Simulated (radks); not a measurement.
Spherical quantum dot in the effective-mass picture: electrons in a hard-walled sphere of radius 8.51, with a point charge +2 (a donor) at the centre, all in effective atomic units (hartree* = m*/eps^2 hartree, bohr* = eps/m* bohr), one dielectric constant everywhere. Method: non-relativistic Kohn-Sham, LDA (Slater exchange, Perdew-Wang correlation), spin-polarised, spherical densities; computed with a radial shooting solver with Libxc functionals. Levels are named by radial order and angular momentum (1s, 1p, 1d, 2s, ...), and open shells are averaged over m. Results are scaled to m* = 0.038 and eps = 13.5, for which hartree* = 5.674 meV and bohr* = 18.8 nm. Each electron was tried in the lowest free levels, single moves between levels near the top were tried too, and the lowest total energy was kept; such a search can miss a lower state. At N = 1 the Hartree and exchange-correlation terms need not cancel, so that row can carry a self-interaction error.

N                         open shells  2S  addition energy mu(N+1) - mu(N) (meV)  e(HOMO) (meV)  rms radius (nm)
1                    1s(up 1, down 0)   1                                  5.952        -8.5698            16.81
2                                none   0                                  5.572        -3.2354            21.33
3                    2s(up 1, down 0)   1                                 0.8780        0.87117            57.98
4                                none   0                                 0.9958         1.7756            72.01
5                    1p(up 1, down 0)   1                                 0.7962         2.7859            80.79
6   1p(up 3, down 0) 2s(up 1, down 0)   4                                 0.8441         3.5523            87.05
7                    1p(up 3, down 0)   3                                 0.9528         4.4114            91.56
8                    1p(up 3, down 1)   2                                 0.7798         5.3624            95.26
9                    1p(up 3, down 2)   1                                 0.7854         6.1460            98.27
10                               none   0                                  1.143         6.9326            100.8
11                   1d(up 1, down 0)   1                                 0.7701         8.0671            103.2
12                   1d(up 2, down 0)   2                                 0.7717         8.8381            105.2
13                   1d(up 3, down 0)   3                                 0.7723         9.6102            107.0
14                   1d(up 4, down 0)   4                                 0.7723         10.383            108.5
15                   1d(up 5, down 0)   5                                 0.9376         11.155            109.9
16                   1d(up 5, down 1)   4                                 0.7584         12.085            111.1
17                   1d(up 5, down 2)   3                                 0.7602         12.845            112.2
18                   1d(up 5, down 3)   2                                 0.7612         13.605            113.2
19                   1d(up 5, down 4)   1                                 0.7617         14.367            114.1
20                               none   0                                  1.197         15.129            114.9
21                   1f(up 1, down 0)   1                                 0.7545         16.322            115.8
22                   1f(up 2, down 0)   2                                 0.7548         17.077            116.6
23                   1f(up 3, down 0)   3                                 0.7550         17.832            117.3
24                   1f(up 4, down 0)   4                                 0.7549         18.587            117.9
25                   1f(up 5, down 0)   5                                 0.7548         19.342            118.6
26                   1f(up 6, down 0)   6                                 0.7546         20.097            119.1
27                   1f(up 7, down 0)   7                                 0.9204         20.851            119.7
28                   1f(up 7, down 1)   6                                 0.7469         21.768            120.2
29                   1f(up 7, down 2)   5                                 0.7474         22.515            120.7
30                   1f(up 7, down 3)   4                                      -         23.263            121.2

All shells are closed at N = 2, 4, 10, 20 (there: 1s2 1p6 1d10 2s2); the second difference of the energy has clear peaks (12 % above both neighbours; the first and last values, which can be the largest, are not judged, and half-filled shells can peak too) at N = 4, 7, 10, 15, 20, 27.
